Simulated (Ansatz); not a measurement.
Isolated molecules relaxed with PBE0-D4/def2-TZVP in Ansatz; ΔE leaves out vibrations. CCSD(T)/CBS adds triple-zeta CCSD(T) − MP2 to the extrapolated MP2 energy (def2 sets, frozen cores). This one scheme is used for every species. Functionals use def2-TZVPP. B3LYP here is the variant with VWN-RPA as its local correlation; programs differ in this. Each species was taken in one conformer, which may not be the lowest.

Consider the ligand exchange at the Si–N bond: `O[SiH](O)N[SiH2]Cl` + `SS` → `SS[SiH2]Cl` + `N[SiH](O)O`.

Problem. Is it downhill or uphill in electronic energy at CCSD(T)/CBS, and by how much? (Estimate.)

Solution. Computed: Uphill: ΔE = +2.3 kcal/mol.

Problem. What do these levels give: r2SCAN-D4, PBE0-D4, ωB97X-V, ωB97M-V, PBE, r2SCAN, B3LYP, HF/def2-TZVPP, SCS-MP2/def2-TZVPP, CCSD(T)/def2-TZVPP, HF/def2-QZVPP, SCS-MP2/def2-QZVPP? (Best estimate.)

Solution. Ansatz gave: r2SCAN-D4 2.1, PBE0-D4 1.3, ωB97X-V 3.1, ωB97M-V 3.0, PBE 0.1, r2SCAN 1.9, B3LYP 2.5, HF/def2-TZVPP 5.0, SCS-MP2/def2-TZVPP 3.0, CCSD(T)/def2-TZVPP 3.2, HF/def2-QZVPP 5.3, SCS-MP2/def2-QZVPP 2.6 kcal/mol.

Largest T1 diagnostic among the species: 0.011.

In def2-TZVPP, CCSD(T) changes the Hartree–Fock value by −1.8 kcal/mol (the triples alone add −0.5 kcal/mol) and MP2 by −2.8 kcal/mol. From PBE to PBE0 (25 % exact exchange), in def2-TZVPP and without D4, ΔE moves by +1.0 kcal/mol.
